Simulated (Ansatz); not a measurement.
Start from `CB[CH2][AlH2]` and change one atom or group to get `BCCBC`.

Ansatz, PBE0-D4/def2-TZVP geometries, multiplicity 1. Each molecule was computed in one conformer, which needn't be the lowest.

| property | `CB[CH2][AlH2]` |
| --- | --- |
| HOMO–LUMO gap (PBE/def2-TZVPP) / eV | 4.30 |
| zero-point energy (PBE0-D4/def2-TZVP) / kJ/mol | 232.3 |
| HOMO energy (PBE0/def2-TZVPP) / eV | -8.07 |
| HOMO energy (PBE/def2-TZVPP) / eV | -6.88 |
| size of the dipole moment (B3LYP/def2-TZVPP) / D | 0.80 |
| LUMO energy (B3LYP/def2-TZVPP) / eV | -1.98 |

What does the change do to each property? (An estimate is asked.)

The calculation gave: 
```tsv
property	`BCCBC`	shift
HOMO–LUMO gap (PBE/def2-TZVPP) / eV	4.88	0.58
zero-point energy (PBE0-D4/def2-TZVP) / kJ/mol	325.2	92.9
HOMO energy (PBE0/def2-TZVPP) / eV	-8.15	-0.08
HOMO energy (PBE/def2-TZVPP) / eV	-6.86	0.02
size of the dipole moment (B3LYP/def2-TZVPP) / D	1.00	0.20
LUMO energy (B3LYP/def2-TZVPP) / eV	-1.19	0.79
```

With PBE0 the HOMO falls by 0.08 eV and the LUMO rises by 0.81 eV, so the gap widens by about 0.89 eV. PBE moves the HOMO by 0.02 eV and ωB97M-V by -0.17 eV. The zero-point energy changes by 92.9 kJ/mol with +9 modes. Dipoles are sizes alone; their direction can turn.

B3LYP here is the variant with VWN-RPA as its local correlation; programs differ in this.
